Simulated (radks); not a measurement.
Neutral holmium inside a hard spherical wall (all orbitals vanish at R), configuration held at [Xe] 4f11 6s2 and not refilled when levels cross. Calculated with a radial shooting solver on a logarithmic mesh with Libxc functionals: scalar-relativistic Kohn-Sham, LDA (Slater exchange, Perdew-Wang correlation), spin-unpolarised, spherical densities, point nucleus. Eigenvalues in eV, with the zero of energy where the potential of the charges vanishes at infinity; a dash marks a level that is unbound or too diffuse for the functional's potential to be trusted. A positive occupied level is held by the wall or, in an anion where self-interaction has pushed it up, behind a barrier. The pressure on the wall is -dE/dV.

\begin{tabular}{lrrrrrrrrr}
R (bohr) & E (hartree) & kinetic (hartree) & e(5s) & e(5p) & e(6s) & e(4f) & e(5d, empty) & e(6p, empty) & pressure (GPa) \\ \hline
free & -12608.2701 & 13633.883 & -50.534 & -26.005 & -3.941 & -3.362 & -1.207 & -1.196 & 0 \\
20 & -12608.2701 & 13633.883 & -50.534 & -26.005 & -3.941 & -3.362 & -1.207 & -1.195 & < 0.0001 \\
15 & -12608.2701 & 13633.884 & -50.533 & -26.004 & -3.940 & -3.361 & -1.204 & -1.182 & 0.000131 \\
12 & -12608.2698 & 13633.887 & -50.508 & -25.979 & -3.921 & -3.336 & -1.175 & -1.103 & 0.00459 \\
6 & -12608.1705 & 13634.384 & -48.395 & -23.924 & -1.445 & -1.239 & 1.062 & 3.306 & 6.27 \\
4 & -12607.4554 & 13637.125 & -43.135 & -18.946 & 10.036 & 4.428 & 7.898 & 20.019 & 144 \\
3 & -12605.0750 & 13646.088 & -33.629 & -9.247 & 39.135 & 15.740 & 22.011 & 56.985 & 1300 \\
2 & -12588.1989 & 13702.690 & 7.757 & 38.739 & 182.49 & 60.715 & 86.817 & 218.71 & 25400 \\
1.5 & -12541.2048 & 13845.076 & 104.14 & 151.03 & 474.15 & 135.34 & 223.65 & 528.91 & 189000 \\
\end{tabular}
